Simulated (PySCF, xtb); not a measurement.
Ti(OMe)(H)3 (CH6OTi), SMILES C[O][TiH3], multiplicity 1.

Harmonic wavenumbers (cm⁻¹) from xtb with GFN2-xTB at its own minimum, in rising order: 26, 114, 114, 470, 470, 489, 693, 788, 788, 1126, 1126, 1162, 1330, 1331, 1350, 1394, 1449, 1449, 2873, 2875, 2890.

Task: What does PBE0-D3(BJ)/def2-SVP (PySCF) give at its own minimum? (Estimate from the structure and the level; the computed values follow.)

Result: 41, 115, 115, 432, 432, 523, 606, 606, 718, 1164, 1164, 1276, 1462, 1462, 1465, 1696, 1696, 1744, 3041, 3145, 3145. Paired by order, the mean absolute difference is 122 cm⁻¹ and the zero-point energies are 34.7 and 37.2 kcal/mol.
